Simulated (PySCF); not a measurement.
Species: `N([SiH3])([C@@H]1[C@@H]([SiH2]C1)C)[SiH3]`. The columns A, B, C and D hold Mulliken, IAO, Hirshfeld and ESP-fitted charges (e) of one PBE0/pcSseg-1 density (PySCF), in a shuffled order. Coordinates in Å (GFN2-xTB); the density's dipole moment is (0.59, 0.08, -0.36) D.

```csv
atom,x,y,z,A,B,C,D
C1,1.418,-1.299,0.525,-0.123,-0.193,-0.405,-0.378
C2,1.102,-0.569,-0.772,-0.116,-0.525,-0.381,-0.080
Si3,2.208,0.960,-1.093,+0.344,+0.626,+0.721,+0.357
C4,0.588,1.704,-0.415,-0.164,-0.442,-0.542,-0.392
C5,-0.135,0.375,-0.689,+0.020,+0.029,+0.001,+0.159
N6,-1.199,-0.027,0.204,-0.252,-0.915,-0.768,-0.373
Si7,-2.224,-1.268,-0.452,+0.344,+0.614,+0.736,+0.390
Si8,-1.410,0.715,1.757,+0.337,+0.593,+0.726,+0.411
H9,2.313,-1.907,0.405,+0.041,+0.123,+0.143,+0.114
H10,1.590,-0.596,1.336,+0.033,+0.108,+0.130,+0.100
H11,0.593,-1.950,0.814,+0.032,+0.125,+0.138,+0.105
H12,0.991,-1.308,-1.569,+0.027,+0.136,+0.132,+0.040
H13,2.485,1.254,-2.500,-0.076,-0.074,-0.116,-0.099
H14,3.416,1.099,-0.281,-0.073,-0.075,-0.115,-0.074
H15,0.654,1.911,0.650,+0.036,+0.159,+0.144,+0.130
H16,0.127,2.567,-0.892,+0.037,+0.148,+0.149,+0.111
H17,-0.556,0.432,-1.702,+0.035,+0.128,+0.122,+0.048
H18,-2.866,-0.742,-1.663,-0.084,-0.097,-0.142,-0.105
H19,-3.205,-1.618,0.567,-0.073,-0.094,-0.119,-0.076
H20,-1.431,-2.448,-0.821,-0.081,-0.097,-0.144,-0.088
H21,-0.201,0.614,2.588,-0.083,-0.098,-0.147,-0.098
H22,-2.497,-0.004,2.411,-0.075,-0.089,-0.120,-0.088
H23,-1.766,2.132,1.603,-0.086,-0.090,-0.143,-0.114
```

Task: Which column most likely holds the ESP-fitted charges?

Result: D. Σ q r misses the density's dipole by 0.04 D (D), 0.20 D (A), 0.54 D (C), 2.17 D (B). Charges fitted to the outside potential are the only set here that is tied to the molecule's multipoles.

Task: And the Hirshfeld charges?

Result: A. The mean sizes are 0.112 e (A), 0.171 e (D), 0.242 e (B), 0.273 e (C), and Hirshfeld charges are commonly the smallest of these schemes.

As computed, A = Hirshfeld, B = Mulliken, C = IAO, D = ESP-fitted. Hydrogens on carbon: Hirshfeld +0.03 to +0.04, Mulliken +0.11 to +0.16, IAO +0.12 to +0.15, ESP-fitted +0.04 to +0.13 e.

The IAO scheme projects the occupied orbitals on a minimal set of polarised atomic orbitals and counts the electrons in each atom's part of it. The Mulliken scheme gives each basis function's population to the atom it is centred on and halves the overlap population of two atoms between them.

Isolated species at its GFN2-xTB geometry (one conformer only).

These values come from a run that also computed NMR shieldings. Time: 3.4 min of wall time (with the writing of density and orbital grids); peak memory 1.0 GiB. Hardware: one thread, Intel Xeon at 2.50 GHz (x86_64), on a shared host.

Shape of the structure used: `[CH3:1][C@@H:2]1[SiH2:3][CH2:4][C@@H:5]1[N:6]([SiH3:7])[SiH3:8]`: C4–C5–N6–Si7 163°.
